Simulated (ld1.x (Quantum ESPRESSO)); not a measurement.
# PBE RRKJ dataset for titanium, scalar-relativistic all-electron reference.

ld1.x (Quantum ESPRESSO) 7.5 was run on this input:

```
&input
   title='Ti', zed=22., rel=1, dft='PBE', iswitch=3,
   config='[Ar] 3d2 4s1.75 4p0.25',
   nld=3, rlderiv=3.60, eminld=-2.0, emaxld=5.0, deld=0.02
 /
 &inputp
   pseudotype=2, tm=.false., lloc=0,
   nlcc=.false.,
   file_pseudopw='Ti.UPF', file_wfcaegen='ae.wfc', file_wfcncgen='nc.wfc', file_beta='beta', file_chi='chi'
 /
3
4P  2  1   0.25   0.00  3.30  3.30  0.0
3D  3  2   2.00   0.00  1.20  1.20  0.0
4S  1  0   1.75   0.00  2.40  2.40  0.0
 &test
   configts(1)='3d2 4s1.75 4p0.25'
 /
```

Command:

```bash
ld1.x < Ti.in > Ti.out
```

The program printed (shortened: banner, matrices, multipoles, cross overlaps and the repeated all-electron block are left out):

```
Program LD1 v.7.5
     --------------------------- All-electron run ----------------------------

     Ti
     scalar relativistic calculation

     atomic number is 22.00
     dft =PBE   lsd =0 sic =0 latt =0  beta=0.20 tr2=1.0E-14
     Exchange-correlation= PBE
                           (   1   4   3   4   0   0   0)
     mesh =1177 r(mesh) = 100.37945 a.u. xmin = -7.00 dx = 0.01250
     1 Ry =  13.60569312 eV, c = 137.03599908

     n l     nl                  e(Ry)          e(Ha)          e(eV)
     1 0     1S 1( 2.00)      -357.8823      -178.9412     -4869.2369
     2 0     2S 1( 2.00)       -39.4890       -19.7445      -537.2750
     2 1     2P 1( 6.00)       -32.6774       -16.3387      -444.5984
     3 0     3S 1( 2.00)        -4.6291        -2.3145       -62.9816
     3 1     3P 1( 6.00)        -2.8818        -1.4409       -39.2090
     3 2     3D 1( 2.00)        -0.3366        -0.1683        -4.5801
     4 0     4S 1( 1.75)        -0.3433        -0.1717        -4.6709
     4 1     4P 1( 0.25)        -0.1200        -0.0600        -1.6333

     final scf error:  4.2E-15 reached in  24 iterations

     Etot =   -1707.075675 Ry,    -853.537838 Ha,  -23225.947778 eV

     Ekin =    1721.445733 Ry,     860.722867 Ha,   23421.462376 eV
     Encl =   -4057.857557 Ry,   -2028.928778 Ha,  -55209.964654 eV
     Eh   =     713.156627 Ry,     356.578314 Ha,    9702.990220 eV
     Exc  =     -83.820479 Ry,     -41.910240 Ha,   -1140.435719 eV

     normalization and overlap integrals

     s(1S/1S) =  1.000000  <r> =   0.0696  <r2> =    0.0065  r(max) =   0.0455
     s(2S/2S) =  1.000000  <r> =   0.3249  <r2> =    0.1249  r(max) =   0.2682
     s(2P/2P) =  1.000000  <r> =   0.2899  <r2> =    0.1037  r(max) =   0.2196
     s(3S/3S) =  1.000000  <r> =   1.0070  <r2> =    1.1699  r(max) =   0.8685
     s(3P/3P) =  1.000000  <r> =   1.0859  <r2> =    1.3903  r(max) =   0.9016
     s(3D/3D) =  1.000000  <r> =   1.6048  <r2> =    3.5049  r(max) =   0.9841
     s(4S/4S) =  1.000000  <r> =   3.4943  <r2> =   14.0844  r(max) =   2.9196
     s(4P/4P) =  1.000000  <r> =   4.8257  <r2> =   27.4927  r(max) =   3.7960

     ------------------------ End of All-electron run ------------------------

     --------------------- Generating NC pseudopotential ---------------------

      Generating local pot.: lloc=0, matching radius rcloc =   2.4000

      Wfc   4P  rcut= 3.267  Estimated cut-off energy=       16.09 Ry
      This function has    0 nodes for 0 < r <    3.267

      Wfc   3D  rcut= 1.202  Estimated cut-off energy=      159.80 Ry
      This function has    0 nodes for 0 < r <    1.202

     ------------------- End of pseudopotential generation -------------------

     Computing logarithmic derivative in   3.58847
     Computing logarithmic derivative in   3.58847
     Computing the partial wave expansion
       no projector for channel:   0
     R is outside the sphere for l=    1 j= 0.00
     R is outside the sphere for l=    2 j= 0.00

     ---------------------- Testing the pseudopotential ----------------------

     Ti
     scalar relativistic calculation

     atomic number is 22.00   valence charge is  4.00
     dft =PBE   lsd =0 sic =0 latt =0  beta=0.20 tr2=1.0E-14
     mesh =1177 r(mesh) = 100.37945 xmin = -7.00 dx = 0.01250

     n l     nl             e AE (Ry)        e PS (Ry)    De AE-PS (Ry)
     3 2     3D   1( 2.00)       -0.33663       -0.33663        0.00000
     1 0     4S   1( 1.75)       -0.34330       -0.34330        0.00000
     2 1     4P   1( 0.25)       -0.12004       -0.12004        0.00000

     eps = 4.6E-15  iter = 32

     Etot =   -1707.075675 Ry,    -853.537838 Ha,  -23225.947778 eV
     Etotps =    -6.521346 Ry,      -3.260673 Ha,     -88.727438 eV

     Ekin =      14.007526 Ry,       7.003763 Ha,     190.582102 eV
     Encl =      -9.318597 Ry,      -4.659299 Ha,    -126.785973 eV
     Ehrt =       5.784328 Ry,       2.892164 Ha,      78.699795 eV
     Ecxc =      -1.961031 Ry,      -0.980515 Ha,     -26.681182 eV
     Epseu=     -15.033573 Ry,      -7.516786 Ha,    -204.542180 eV

     ---------------------- End of pseudopotential test ----------------------
```

Generation and configuration tests took about 1 s on one core of a shared server CPU.
